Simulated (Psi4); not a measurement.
C5H7Cl, singlet, at a GFN2-xTB geometry; PBE0/def2-TZVPPD (Psi4).

Psi4 was given this input:
```
memory 2 GB

molecule mol {
0 1
  C    -3.059564   -0.015915    1.062643
  C    -1.950001   -0.253179    0.390109
  C    -0.757441    0.658055    0.371459
  C     0.436677   -0.047477    0.933923
  C     1.532777   -0.374916    0.271496
  Cl    1.793489   -0.006259   -1.393587
  H    -3.186207    0.877439    1.652755
  H    -3.892949   -0.697444    1.047030
  H    -1.842163   -1.156908   -0.194980
  H    -0.967756    1.547972    0.969365
  H    -0.549091    0.962942   -0.656248
  H     0.370055   -0.331843    1.974997
  H     2.364114   -0.895165    0.720273
}

set basis def2-tzvppd
set reference rks

energy('pbe0')
print_variables()
```

The log (banner, timings and long lists left out):

```
   => Loading Basis Set <=

    Name: DEF2-TZVPPD
    Role: ORBITAL
    Keyword: BASIS

         ---------------------------------------------------------
                                   SCF
               by Justin Turney, Rob Parrish, Andy Simmonett
                          and Daniel G. A. Smith
                              RKS Reference
         ---------------------------------------------------------

  ==> Geometry <==

    Molecular point group: c1
    Full point group: C1

    Geometry (in Angstrom), charge = 0, multiplicity = 1:

       Center              X                  Y                   Z               Mass
    ------------   -----------------  -----------------  -----------------  -----------------
         C           -3.151516695619    -0.012870030661     1.129492667448    12.000000000000
         C           -2.041953695619    -0.250134030661     0.456958667448    12.000000000000
         C           -0.849393695619     0.661099969339     0.438308667448    12.000000000000
         C            0.344724304381    -0.044432030661     1.000772667448    12.000000000000
         C            1.440824304381    -0.371871030661     0.338345667448    12.000000000000
         CL           1.701536304381    -0.003214030661    -1.326737332552    34.968852682000
         H           -3.278159695619     0.880483969339     1.719604667448     1.007825032230
         H           -3.984901695619    -0.694399030661     1.113879667448     1.007825032230
         H           -1.934115695619    -1.153863030661    -0.128130332552     1.007825032230
         H           -1.059708695619     1.551016969339     1.036214667448     1.007825032230
         H           -0.641043695619     0.965986969339    -0.589398332552     1.007825032230
         H            0.278102304381    -0.328798030661     2.041846667448     1.007825032230
         H            2.272161304381    -0.892120030661     0.787122667448     1.007825032230

  Running in c1 symmetry.

  Rotational constants: A =      0.28852  B =      0.04027  C =      0.03754 [cm^-1]
  Rotational constants: A =   8649.74232  B =   1207.25331  C =   1125.54966 [MHz]
  Nuclear repulsion =  256.699697233540803

  Charge       = 0
  Multiplicity = 1
  Electrons    = 54
  Nalpha       = 27
  Nbeta        = 27

  ==> Algorithm <==

  SCF Algorithm Type is DF.
  DIIS enabled.
  MOM disabled.
  Fractional occupation disabled.
  Guess Type is SAD.
  Energy threshold   = 1.00e-06
  Density threshold  = 1.00e-06
  Integral threshold = 1.00e-12

  ==> Primary Basis <==

  Basis Set: DEF2-TZVPPD
    Blend: DEF2-TZVPPD
    Number of shells: 131
    Number of basis functions: 355
    Number of Cartesian functions: 399
    Spherical Harmonics?: true
    Max angular momentum: 3

  ==> DFT Potential <==

   => LibXC <=

    Version 7.1.2
    S. Lehtola, C. Steigemann, M. J. T. Oliveira, and M. A. L. Marques,  SoftwareX 7, 1–5 (2018) (10.1016/j.softx.2017.11.002)

   => Composite Functional: PBE0 <=

    PBE0 Hyb-GGA Exchange-Correlation Functional

    C. Adamo and V. Barone,  J. Chem. Phys. 110, 6158 (1999) (10.1063/1.478522)
    M. Ernzerhof and G. E. Scuseria,  J. Chem. Phys. 110, 5029 (1999) (10.1063/1.478401)

    Deriv               =              1
    GGA                 =           TRUE
    Meta                =          FALSE

    Exchange Hybrid     =           TRUE
    MP2 Hybrid          =          FALSE

   => Exchange Functionals <=

    0.7500   Perdew, Burke & Ernzerhof

   => Exact (HF) Exchange <=

    0.2500               HF

   => Correlation Functionals <=

    1.0000   Perdew, Burke & Ernzerhof

   => LibXC Density Thresholds  <==

    XC_HYB_GGA_XC_PBEH:  1.00E-15

   => Molecular Quadrature <=

    Radial Scheme          =       TREUTLER
    Pruning Scheme         =           NONE
    Nuclear Scheme         =       TREUTLER

    Blocking Scheme        =         OCTREE
    BS radius alpha        =              1
    Pruning alpha          =              1
    Radial Points          =             75
    Spherical Points       =            302
    Total Points           =         279049
    Total Blocks           =           2135
    Max Points             =            256
    Max Functions          =            323
    Weights Tolerance      =       1.00E-15

   => Loading Basis Set <=

    Name: (DEF2-TZVPPD AUX)
    Role: JKFIT
    Keyword: DF_BASIS_SCF

  ==> Integral Setup <==

  SCF_SUBTYPE=INCORE selected. In-core MEM_DF algorithm will be used.
  Using in-core AOs.

  ==> MemDFJK: Density-Fitted J/K Matrices <==

    J tasked:                   Yes
    K tasked:                   Yes
    wK tasked:                   No
    Algorithm:                 Core
    Schwarz Cutoff:           1E-12
    Mask sparsity (%):       6.5336
    Fitting Condition:        1E-10

   => Auxiliary Basis Set <=

  Basis Set: (DEF2-TZVPPD AUX)
    Blend: DEF2-UNIVERSAL-JKFIT
    Number of shells: 205
    Number of basis functions: 629
    Number of Cartesian functions: 740
    Spherical Harmonics?: true
    Max angular momentum: 4

  Minimum eigenvalue in the overlap matrix is 3.5234898790E-06.
  Reciprocal condition number of the overlap matrix is 2.4128250676E-07.
    Using symmetric orthogonalization.

  ==> Pre-Iterations <==

  SCF Guess: Superposition of Atomic Densities via on-the-fly atomic UHF (no occupation information).

   -------------------------
    Irrep   Nso     Nmo
   -------------------------
     A        355     355
   -------------------------
    Total     355     355
   -------------------------

  ==> Iterations <==

                           Total Energy        Delta E     RMS |[F,P]|

   @DF-RKS iter SAD:  -654.00096391435545   -6.54001e+02   0.00000e+00
   @DF-RKS iter   1:  -654.04065726821079   -3.96934e-02   2.88728e-03 ADIIS/DIIS
   @DF-RKS iter   2:  -653.62518966799882    4.15468e-01   3.63043e-03 ADIIS/DIIS
   @DF-RKS iter   3:  -654.56774496548701   -9.42555e-01   6.10904e-04 ADIIS/DIIS
   @DF-RKS iter   4:  -654.58178370478277   -1.40387e-02   4.01082e-04 ADIIS/DIIS
   @DF-RKS iter   5:  -654.59153306905216   -9.74936e-03   8.59417e-05 DIIS
   @DF-RKS iter   6:  -654.59190184575152   -3.68777e-04   2.02590e-05 DIIS
   @DF-RKS iter   7:  -654.59192694178762   -2.50960e-05   5.40929e-06 DIIS
   @DF-RKS iter   8:  -654.59192879208786   -1.85030e-06   1.58318e-06 DIIS
   @DF-RKS iter   9:  -654.59192892504211   -1.32954e-07   7.46573e-07 DIIS
  Energy and wave function converged.

  ==> Post-Iterations <==

   Electrons on quadrature grid:
      Ntotal   =   54.0000222998 ; deviation = 2.230e-05

    Orbital Energies [Eh]
    ---------------------

    Doubly Occupied:

[...]
    Virtual:

[...]
     355A     26.544733

    Final Occupation by Irrep:
              A
    DOCC [    27 ]
    NA   [    27 ]
    NB   [    27 ]

  @DF-RKS Final Energy:  -654.59192892504211

   => Energetics <=

    Nuclear Repulsion Energy =            256.6996972335408032
    One-Electron Energy =               -1405.6382318704888803
    Two-Electron Energy =                 537.9725030551786631
    DFT Exchange-Correlation Energy =     -43.6258973432725981
    Empirical Dispersion Energy =           0.0000000000000000
    VV10 Nonlocal Energy =                  0.0000000000000000
    Total Energy =                       -654.5919289250421116

Computation Completed

Properties will be evaluated at   0.000000,   0.000000,   0.000000 [a0]

Properties computed using the SCF density matrix

 Multipole Moments:

 ------------------------------------------------------------------------------------
     Multipole            Electronic (a.u.)      Nuclear  (a.u.)        Total (a.u.)
 ------------------------------------------------------------------------------------

 L = 1.  Multiply by 2.5417464519 to convert [e a0] to [Debye]
 Dipole X            :          9.2142522           -9.3833246           -0.1690724
 Dipole Y            :         -0.3472004            0.3107208           -0.0364796
 Dipole Z            :         -6.3205559            6.8216752            0.5011193
 Magnitude           :                                                    0.5301291

 ------------------------------------------------------------------------------------

  Variable Map:
  ----------------------------------------------------------------------------
[...]
  Array Variable Map:
  ----------------------------------------------------------------------------
[...]
[...]
```
